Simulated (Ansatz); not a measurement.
The cluster Al₂Sb₂. Total charge 0; singlet. Geometry r2SCAN-D4/def2-SVP.

```csv
atom,x (Å),y (Å),z (Å)
Al1,-0.655,1.109,-0.071
Al2,0.655,-1.109,0.071
Sb3,-0.935,-0.675,-1.937
Sb4,0.935,0.675,1.937
```

In the def2 sets Sb takes a core potential; there is no spin–orbit coupling. The restricted singlet is unstable towards broken spin symmetry in Hartree–Fock (as tested in another run); at LDA (SPW92)/def2-TZVP, PBE-D4/def2-TZVP, r2SCAN-D4/def2-TZVP, PBE0-D4/def2-TZVP and others this wasn't settled. At LDA (SPW92)/def2-TZVP, PBE-D4/def2-TZVP an occupied level of the charge 0 singlet lies above an empty one (by up to 0.05 eV), so this SCF solution is probably not the lowest. The geometry of the singlet was relaxed on an unsound state (an occupied level 0.00 eV above an empty one). Another isomer (singlet) lies 0.43 eV lower at PBE0-D4/def2-TZVP; other spin states weren't run for this one.

Estimate the orbital energies around the gap (eV) in Ansatz with LDA (SPW92)/def2-TZVP, PBE-D4/def2-TZVP, r2SCAN-D4/def2-TZVP, PBE0-D4/def2-TZVP, BHLYP-D4/def2-TZVP.


```tsv
orbital	LDA (SPW92)/def2-TZVP	PBE-D4/def2-TZVP	r2SCAN-D4/def2-TZVP	PBE0-D4/def2-TZVP	BHLYP-D4/def2-TZVP
HOMO−9	-32.30	-32.33	-33.14	-35.26	-37.98
HOMO−8	-32.30	-32.33	-33.14	-35.26	-37.98
HOMO−7	-14.12	-13.89	-14.43	-15.55	-17.01
HOMO−6	-13.25	-12.99	-13.42	-14.45	-15.74
HOMO−5	-8.93	-8.72	-8.98	-9.78	-10.62
HOMO−4	-8.16	-7.99	-8.27	-9.04	-9.91
HOMO−3	-5.99	-5.83	-6.06	-6.60	-7.13
HOMO−2	-5.93	-5.77	-5.99	-6.53	-7.13
HOMO−1	-5.83	-5.68	-5.90	-6.50	-7.06
HOMO	-4.71	-4.56	-4.71	-5.21	-5.67
LUMO	-4.77	-4.60	-4.70	-4.11	-3.42
LUMO+1	-3.37	-3.18	-3.13	-2.59	-1.82
LUMO+2	-2.26	-2.08	-1.96	-1.47	-0.71
LUMO+3	-2.07	-1.89	-1.75	-1.22	-0.40
LUMO+4	-1.31	-1.13	-0.86	-0.41	0.45
LUMO+5	-0.43	-0.26	0.11	0.35	0.93
```
